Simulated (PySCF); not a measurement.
CH$_{5}$N$_{2}$S, charge +1, singlet, geometry from GFN2-xTB. Base run: WB97X/STO-3G in PySCF.

The PySCF input:
```python
from pyscf import gto, scf, dft

mol = gto.Mole()
mol.atom = '''
    N     1.13272355   -1.07190807   -0.25474547
    C     0.11655556   -0.23660274   -0.05111200
    N    -1.24763856   -0.93480136   -0.13643960
    S     0.10764279    1.34012233    0.26005663
    H     1.04219021   -2.05795163   -0.44565705
    H     2.06805560   -0.69319618   -0.21595456
    H    -1.95790376   -0.20395163    0.03487192
    H    -1.35329073   -1.67200907    0.57652211
    H    -1.41626422   -1.34826633   -1.06572110
'''
mol.basis = 'sto-3g'
mol.charge = 1
mol.verbose = 4
mol.build()

mf = dft.RKS(mol)
mf.xc = 'wb97x'
mf.kernel()
```

Each row names what was changed in the base input (with any setting that the change needs).

| change | ΔE vs base (µEh) | grid points | electrons on the grid |
|---|---|---|---|
| base | 0.0 | 109848 | 39.99999 |
| grids.atom_grid = (99, 590) | -3.6 | 288480 | 40.00000 |
| grids.atom_grid = (75, 302) | 5.4 | 129768 | 39.99999 |
| grids.level = 7 | 0.9 | 592512 | 40.00000 |
| grids.radi_method = delley | -2.1 | 118320 | 39.99999 |
| grids.prune = dft.gen_grid.treutler_prune | -4.4 | 96824 | 39.99999 |
| grids.radi_method = gauss_chebyshev | -34.3 | 107936 | 39.99999 |
| grids.becke_scheme = stratmann | 0.6 | 109848 | 39.99999 |
| grids.level = 1 | 115 | 34096 | 40.00003 |
| grids.atom_grid = (150, 974) | 0.8 | 720304 | 40.00000 |
| grids.level = 5 | 1.5 | 287960 | 40.00000 |
